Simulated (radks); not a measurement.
Values are calculated unless marked as measured or tabulated.
The nuclear charge of neutral xenon is varied continuously with 54 electrons held in [Xe]. Code: a radial shooting solver on a logarithmic mesh with Libxc functionals. Model: Dirac Kohn-Sham, PBE, spin-unpolarised, spherical densities, finite nucleus; Fermi nuclear charge, rms radius 4.7859 fm. By the Hellmann-Feynman theorem dE/dZ = E(electron-nucleus)/Z, the electronic potential at the nucleus (averaged over a nucleus of fixed radius).

Z	E (hartree)	E(electron-nucleus)/Z (hartree)	HOMO	e(HOMO) (eV)	<r> HOMO (bohr)
53.75	-7366.41312	-333.276	5p3/2	-5.601	2.435
54	-7450.00514	-335.461	5p3/2	-7.855	2.353
54.25	-7534.1435	-337.646	5p3/2	-10.245	2.280
54.5	-7618.8283	-339.833	5p3/2	-12.763	2.215
54.75	-7704.0599	-342.020	5p3/2	-15.402	2.156
55	-7789.8387	-344.210	5p3/2	-18.156	2.101

The central difference of E at Z = 54 is -335.461 hartree, to compare with the third column; the second derivative is -8.74 hartree.
